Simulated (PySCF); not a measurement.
A structure optimised at B3LYP-D3(BJ)/def2-SVP, used in a PySCF frequency run:

```
B
O 1 1.4131
C 2 1.2890 1 123.87
N 3 1.1619 1 152.80 2 180.00
C 1 1.5598 2 115.14 3 180.00
H 5 1.0993 1 114.05 2 0.00
H 5 1.1049 6 108.94 1 122.82
H 5 1.1049 6 108.94 7 114.36
C 1 1.5639 2 118.50 3 0.00
H 9 1.0990 1 113.26 2 180.00
H 9 1.1051 10 108.54 1 123.00
H 9 1.1051 10 108.54 11 114.00
```
Charge 0, spin multiplicity 1.

Problem. Write its SMILES, formula and point group.

Solution. CB(C)OC#N, C₃H₆BNO, Cs

Problem. What are its rotational constants (standard atomic weights)?

Solution. 7.5907, 2.2830, 1.7939 GHz
